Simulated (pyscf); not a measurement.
PySCF, gas phase, ωB97X-D3(BJ)/def2-SVP geometries.

SMILES: [SiH2]=[SiH]O[AsH2]
```xyz
9

Si     1.2534     0.2300    -0.1595
Si    -0.6385     0.3286     0.9056
O     -2.0935     0.1853     0.1415
As    -2.3976    -0.6129    -1.4621
H      1.2509    -0.8442    -1.1984
H      2.3683     0.0272     0.8134
H     -0.8683     1.1278     2.1409
H     -1.3894     0.2155    -2.2597
H     -3.5382     0.3223    -1.8369
```

Q: How much does it cost (ΔH, 298 K, ωB97M-D3(BJ)/def2-TZVP) to split H₂Si=SiH–O–AsH₂ (SMILES [SiH2]=[SiH]O[AsH2]) at its O–Si bond into [HSi=SiH₂]• + •O–AsH₂?

A: O–Si to [HSi=SiH₂]• + •O–AsH₂: 94.6 kcal/mol. The 7 functionals that were run give +87.3 (PBE) to +97.6 kcal/mol (ωB97X-D3(BJ)). The radicals are drawn with the spin at the cut bond; how far it spreads was not checked. H₂Si=SiH–O–AsH₂ lies 23.5 kcal/mol over its isomer H₂Si=As–O–SiH₃, and others may lie lower still (electronic energy, ωB97M-D3(BJ)). •O–AsH₂ lies 33.4 kcal/mol over its isomer HO–AsH•, and others may lie lower still (electronic energy, ωB97M-D3(BJ)). Other isomers of [HSi=SiH₂]• were not searched in full and may lie lower. Elements up to Kr have no core potential and no relativistic terms here.
